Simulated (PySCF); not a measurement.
Species: Ti(OH)2(OMe)2, C2H8O4Ti (singlet state).
Cartesian coordinates in Å at the PBE0-D3(BJ)/def2-SVP level; atoms count from 1:
```xyz
15
C2H8O4Ti angstrom
Ti     0.6898   -0.3340    0.1890
O      0.8966   -0.5057    1.9614
H      1.6658   -0.7905    2.4617
O      2.2485   -0.7256   -0.6033
H      2.4391   -1.4005   -1.2605
O      0.2138    1.3352   -0.1560
C      0.2147    2.7133   -0.0925
H      0.1956    3.0659    0.9550
H     -0.6719    3.1273   -0.6055
H      1.1129    3.1356   -0.5789
O     -0.5587   -1.4500   -0.3837
C     -1.8450   -1.9512   -0.4453
H     -2.1955   -2.2778    0.5506
H     -1.8856   -2.8244   -1.1206
H     -2.5531   -1.1938   -0.8275
```

Computed, not measured: PBE0-D3(BJ)/def2-SVP geometry optimisation, gas phase (PySCF).

Masses are those of the commonest isotopes; rigid-rotor values at the optimised geometry. The values belong to one conformer.

Question: Give the principal moments of inertia and the rotational constants in MHz.

Answer: Ia = 231.50, Ib = 353.21, Ic = 428.71 u·Å²; 505379 MHz·u·Å²/I gives A = 2183, B = 1431, C = 1179 MHz.

Question: What kind of rotor is it?

Answer: An asymmetric top. Ray's parameter κ = (2B − A − C)/(A − C) = -0.498; −1 is the prolate and +1 the oblate limit.

Question: What does the inertial defect say?

Answer: Not planar: Δ = Ic − Ia − Ib = -156.00 u·Å². For a rigid frame Δ = −2 Σ m c², so Σ m c² = 78.00 u·Å² lies off the ab plane: 10.50 from hydrogen and 67.50 from heavier atoms. The atom farthest from that plane is 1.91 Å away.

Question: Give the other two planar moments, Paa and Pbb, and the rms extents of the mass along the axes.

Answer: Paa = Σ m a² = (Ib + Ic − Ia)/2 = 275.21 and Pbb = Σ m b² = (Ia + Ic − Ib)/2 = 153.50 u·Å². With the mass M = 143.99 u, the rms extents √(P/M) along a, b and c are 1.38, 1.03, 0.74 Å.

Question: List the rotational levels J(Ka,Kc) to J = 5 (K).

Answer: Above 0(0,0), as E/k:
J = 1: 1(0,1) 0.125, 1(1,1) 0.161, 1(1,0) 0.173
J = 2: 2(0,2) 0.373, 2(1,2) 0.400, 2(1,1) 0.436, 2(2,1) 0.544, 2(2,0) 0.547
J = 3: 3(0,3) 0.739, 3(1,3) 0.756, 3(1,2) 0.828, 3(2,2) 0.920, 3(2,1) 0.932, 3(3,1) 1.132, 3(3,0) 1.133
J = 4: 4(0,4) 1.220, 4(1,4) 1.228, 4(1,3) 1.347, 4(2,3) 1.419, 4(2,2) 1.452, 4(3,2) 1.637, 4(3,1) 1.640, 4(4,1) 1.929, 4(4,0) 1.929
J = 5: 5(0,5) 1.812, 5(1,5) 1.816, 5(1,4) 1.989, 5(2,4) 2.040, 5(2,3) 2.106, 5(3,3) 2.269, 5(3,2) 2.278, 5(4,2) 2.561, 5(4,1) 2.561, 5(5,1) 2.935, 5(5,0) 2.935

Question: Which types of transition are allowed, and where do some lines up to J = 2 fall?

Answer: The dipole components are |μa| = 0.62 D, |μb| = 0.09 D, |μc| = 0.43 D. The squared components, which scale the intensities, stand as 1.00 : 0.02 : 0.50 (a : b : c). Some lines, for components of 0.1 D or more:

```tsv
type	branch	J(Ka,Kc)	MHz	lower level (cm⁻¹)
c	Q	2(1,2) ← 2(0,2)	554	0.259
c	Q	1(1,1) ← 1(0,1)	752	0.087
c	Q	2(2,1) ← 2(1,1)	2257	0.303
a	R	1(0,1) ← 0(0,0)	2610	0.000
c	R	1(1,0) ← 0(0,0)	3614	0.000
a	R	2(1,2) ← 1(1,1)	4967	0.112
a	R	2(0,2) ← 1(0,1)	5166	0.087
a	R	2(1,1) ← 1(1,0)	5471	0.121
c	R	2(1,1) ← 1(0,1)	6476	0.087
c	R	2(2,0) ← 1(1,0)	7781	0.121
c	R	2(2,1) ← 1(1,1)	7980	0.112
```

Question: Estimate the classical rotational partition function at 100 K, 298.15 K and 500 K.

Answer: Point group C1, symmetry number σ = 1; q = (√π/σ)·√((kT/h)³/(ABC)), k/h = 20836.6 MHz/K: 87900 at 100 K, 452000 at 298.15 K, 982000 at 500 K.

Stationary, but not proved a minimum. No vibrational averaging or centrifugal distortion is included, and the geometry carries the error of its method. A rigid rotor knows nothing of internal rotation, which can split or shift real lines.
